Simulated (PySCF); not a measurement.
## Two-component Hartree-Fock for Te³⁹⁺ (tellurium, charge +39)

Start: [Ne] 3s2 3p1; 3p1/2 filled at m_j = +1/2. Calculated with PySCF 2.14 in an even-tempered Gaussian basis (18 s from 8.1 bohr⁻², ratio 2.4; 14 p from 11 bohr⁻², ratio 2.4; 4 d from 36 bohr⁻², ratio 2.6; 4 f from 54 bohr⁻², ratio 2.6): generalised Hartree-Fock with the X2C-1e Hamiltonian and a Gaussian nucleus; one run each with spin-orbit coupling (SO) switched off, then screened by Boettger's factors.

| spinor shell | electrons | ε, spin-free (eV) | ε, screened SO (eV) | weight of nominal j (screened SO) | rms radius, screened SO (bohr) |
| --- | --- | --- | --- | --- | --- |
| 1s1/2 | 2 | -34397.7 | -34392.7 | 1.000 | 0.0318 |
| 2s1/2 | 2 | -7289.5 | -7287.3 | 1.000 | 0.127 |
| 2p1/2 | 2 | -6789.0 | -6987.8 | 1.000 | 0.110 |
| 3s1/2 | 2 | -2878.4 | -2877.5 | 1.000 | 0.306 |
| 3p1/2 | 1 | -2742.1 | -2790.9 | 1.000 | 0.292 |

(1) Where does 2p3/2 lie, and what is the 2p spin-orbit splitting (screened SO)?

```csv
quantity,spin-free,screened SO
E (hartree),-5449.45229,-5452.81529
M_J,1/2,1/2
⟨J²⟩,1.093,0.751
⟨L²⟩,2.003,2.009
⟨S²⟩,0.751,0.757
```

Each row is a mean over spinors that exchange with the open shell spreads, by up to 12.634 eV (2p1/2).

Breit and QED terms are absent; they matter most for the inner s and p1/2 levels.

Densities and radii are taken from the X2C orbitals without a picture-change correction, which distorts them close to the nucleus.

Without spin-orbit coupling the j labels of p, d and f shells carry no meaning; the spin-free column gives the mean over the occupied spinors of each nl shell, and its ⟨J²⟩ belongs to a mixture of degenerate components.

## Answers

(1) At -6697.0 eV, 290.75 eV above 2p1/2.
